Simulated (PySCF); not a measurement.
## How methods differ on the electron affinity of Se

Se⁻ [Ar] 3d10 4s2 4p5 (2P) → Se [Ar] 3d10 4s2 4p4 (3P), as a difference of total energies. Calculation: PySCF 2.14, in aug-cc-pVDZ-DK; scalar relativity by spin-free X2C-1e. Correlated levels: valence: [Ar] 3d10 frozen. The calculations carry no spin-orbit coupling.

| method | electron affinity (eV) |
| --- | --- |
| UHF | 0.957 |
| MP2 (valence) | 1.720 |
| SCS-MP2 (valence) | 1.700 |
| CCSD (valence) | 1.694 |

Task: Estimate what CCSD(T) (valence) gives.

Result: 1.738 eV, closest to MP2 (valence) among the rows shown.

Task: Estimate what CCSDT (valence) gives.

Result: 1.744 eV, closest to MP2 (valence) among the rows shown.

A first-order spin-orbit estimate (lowest level to lowest level, LS coupling) adds -0.015 eV.

Errors of the correlated levels include the incompleteness of this basis and the frozen core.

For comparison: 2.021 eV (measured; photodetachment measurements, as compiled on the Wikipedia data page of electron affinities).
